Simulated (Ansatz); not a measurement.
`C[S][Cd][Cl]` + NH₃ → `C[S][Cd][NH2]` + HCl at 600 K and 1 bar (ligand exchange at a Cd–Cl bond).

Program: Ansatz. Geometries: PBE0-D4/def2-TZVP. ΔE: electronic, gas phase. CCSD(T)/CBS adds triple-zeta CCSD(T) − MP2 to the extrapolated MP2 energy (def2 sets, frozen cores). This one scheme is used for every species. def2 core potentials past Kr. For Cd outer-core shells are correlated without core-valence functions, which leaves a few kJ/mol of doubt a bond. Each species was taken in one conformer, which may not be the lowest.

```tsv
species	CCSD(T)/CBS energy (Eh)	H − E (kJ/mol)	S (J/(mol·K))
`C[S][Cd][Cl]`	-1065.19669	154.5	425.9
NH₃	-56.50880	112.4	219.5
`C[S][Cd][NH2]`	-661.27260	224.6	444.9
HCl	-460.38127	35.4	207.2
```

H − E and S are ideal-gas, rigid-rotor, harmonic terms from PBE0-D4/def2-TZVP, for one conformer and one mirror image of each species. 1 Eh = 2625.50 kJ/mol, R = 8.31446 J/(mol·K).

Q: By hand: ΔE, ΔH, ΔS and ΔG.

A: ΔE = (-661.27260) + (-460.38127) − (-1065.19669) − (-56.50880) = 0.05162 Eh = 135.5 kJ/mol. Δ(H − E) = 224.6 + 35.4 − 154.5 − 112.4 = -6.9, so ΔH = 128.6 kJ/mol. ΔS = 444.9 + 207.2 − 425.9 − 219.5 = 6.7 J/(mol·K). ΔG = 128.6 − 600 × (6.7)/1000 = 124.6 kJ/mol.

Q: By hand: the equilibrium constant, and the temperature at which ΔG would vanish if ΔH and ΔS stayed fixed.

A: log₁₀ K = −ΔG/(RT ln 10) = -10.8. ΔG = 0 at ΔH/ΔS = 19194 K, far beyond where these terms or the molecules hold.

The number of gas molecules stays the same, so ΔS is small and ΔH decides. A doubt of 5 kJ/mol in ΔE shifts log₁₀ K by 0.4 here. Other conformers and mirror images would add mixing entropy, several J/(mol·K) or more a flexible species. These are equilibria of isolated gas molecules and say nothing of rates. Largest T1 diagnostic: 0.014 (customary marks: 0.02 for closed shells, 0.045 for open ones).
